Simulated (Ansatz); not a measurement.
`F[SiH](Cl)[GeH3]`, charge 0, multiplicity 1.

(1) Give a relaxed structure at PBE0-D4/def2-TZVP (Ansatz 0.2.0). (Estimate.)

Results:

(1) The calculation gave: 
Cartesian coordinates in Å:
```
F -1.597 1.535 -0.496
Si -0.666 0.765 0.548
Cl -1.879 -0.324 1.787
Ge 0.795 -0.701 -0.620
H 0.006 1.790 1.378
H 1.682 0.095 -1.589
H -0.028 -1.731 -1.405
H 1.687 -1.428 0.397
```
